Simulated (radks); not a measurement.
Problem. Species: the manganese ion Mn+. Configuration: [Ar] 3d5 4s1 (the NIST ground configuration). All-electron calculation, non-relativistic Kohn-Sham, LDA (Slater exchange, Perdew-Wang correlation), spin-unpolarised, spherical densities, point nucleus. Program: a radial shooting solver on a logarithmic mesh with Libxc functionals. Some entries of the table are withheld. Estimate them.

| orbital | occ. | eigenvalue (hartree) | <r> (bohr) |
|---|---|---|---|
| 1s | 2 | -234.0029 | 0.06167 |
| 2s | 2 | (1) | 0.2831 |
| 2p | 6 | (2) | 0.2486 |
| 3s | 2 | (3) | (4) |
| 3p | 6 | (5) | 0.9088 |
| 3d | 5 | -0.56638 | 1.180 |
| 4s | 1 | -0.44156 | 2.809 |

Solution. 
(1) 2s eigenvalue (hartree): -27.16610
(2) 2p eigenvalue (hartree): -23.36634
(3) 3s eigenvalue (hartree): -3.38002
(4) 3s <r> (bohr): 0.8621
(5) 3p eigenvalue (hartree): -2.29505
